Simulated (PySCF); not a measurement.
# BeTe: from constants to spectrum

PBE0 constants of BeTe, ³Π (triplet), unpaired electrons σ ↑, π ↑, a second solution, started from another occupation (basis Be def2-SVPD, Te def2-SVPD with ECP28; scalar-relativistic core potentials; PySCF 2.14; masses 9.0122 and 129.9062 u):

* ωe: 541.8 cm⁻¹
* ωexe: 3.19 cm⁻¹
* Be: 0.38242 cm⁻¹
* αe: 0.00317 cm⁻¹
* D (centrifugal): 7.62e-07 cm⁻¹

Q: Give the vibrational terms G(v) and spacings up to v = 6.

A: G(v) = ωe(v+½) − ωexe(v+½)².

```
v  G(v) (cm⁻¹)  G(v) − G(v−1)  Bv (cm⁻¹)
0        270.1                    0.3808
1        805.5          535.4     0.3777
2       1334.6          529.0     0.3745
3       1857.2          522.7     0.3713
4       2373.5          516.3     0.3682
5       2883.4          509.9     0.3650
6       3386.9          503.5     0.3618
```

These are scalar-relativistic numbers at best; spin–orbit coupling would shift them, the dissociation energy most.
